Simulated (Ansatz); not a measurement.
Born–Oppenheimer molecular dynamics of F$_{4}$H$_{3}$NSi (9 atoms, charge 0, multiplicity 1). It starts from a rough guess of a transition structure, not a stationary point.

Method: UKS LDA/6-31G in Ansatz.

- ensemble: NVE (velocity Verlet)
- time step: 0.5 fs
- steps asked: 150
- starting velocities drawn for: 100 K
- seed: 460767

First frame:

```xyz
9
Properties=species:S:1:pos:R:3
Si -0.732 0.419 -0.388
N 1.003 -0.195 0.660
F -0.558 0.647 -1.938
F -0.711 1.929 0.126
F -2.087 -0.084 0.242
H 0.635 -1.292 -0.010
F -0.301 -1.501 -0.742
H 0.902 -0.203 1.662
H 1.849 0.280 0.388
```

(1) How far do the bonds stretch over the last three quarters of this one trajectory? (Pairs bonded in most of those frames.)

## Answers

(1) 
```tsv
bond	mean (Å)	spread (Å)	shortest	longest
Si1–N2	2.006	0.092	1.86	2.14
Si1–F3	1.721	0.083	1.58	1.82
Si1–F4	1.755	0.096	1.58	1.86
Si1–F5	1.707	0.071	1.59	1.80
Si1–F7	1.697	0.057	1.61	1.83
N2–H6	1.052	0.077	0.93	1.18
N2–H8	1.043	0.056	0.95	1.15
N2–H9	1.036	0.029	0.99	1.10
```

Mean temperature of the second half: 818 K. The conserved energy stayed within 0.79 meV per atom of its start (net change -0.015 meV per atom), so the integration is sound. The system heated up, since it started high on the potential surface and ran downhill. A run of 0.075 ps of so small a system gives no equilibrium averages. The orbitals stay closed-shell, which can raise the energy where a bond breaks towards radicals; this wasn't checked here. Limits of this set-up: no polarisation functions.

Run time: 2.4 min on 1 CPU thread of a shared host.
